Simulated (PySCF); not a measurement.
Mapped SMILES: `[CH3:1][C:2]#[C:3][GeH3:4]`. Each H is labelled by its parent atom.

Geometry: PBE0-D3(BJ)/def2-SVP; GIAO absolute shieldings from PySCF 2.14.0 with density-fitted response routines, gas phase, non-relativistic, averaged over equivalent atoms.

At PBE0/pcSseg-1 (122 basis functions, 9.4 s wall time on 1 thread of an Arm Neoverse V1, shared host):
| atoms | σ (ppm) |
| --- | --- |
| C2 | 71.9 |
| C3 | 107.3 |
| C1 | 178.5 |
| Ge4 | 1606.6 |
| H(Ge4) | 27.04 |
| H(C1) | 29.36 |

Q: What do these become at B97-2/pcSseg-2?

A: 
| atoms | σ at B97-2/pcSseg-2 | change |
| --- | --- | --- |
| C2 | 71.5 | -0.4 |
| C3 | 106.1 | -1.2 |
| C1 | 177.2 | -1.3 |
| Ge4 | 1596.2 | -10.4 |
| H(Ge4) | 27.18 | +0.14 |
| H(C1) | 29.45 | +0.09 |

The largest change is at Ge4 (germanium bonded to C, 3 H). Cost: 255 basis functions, 37 s wall time on 1 thread of an Arm Neoverse V1, shared host. The order of the carbon signals is the same at both levels.

Relativistic effects, spin–orbit coupling among them, are left out; they matter for Ge and for the light atoms bonded to it.
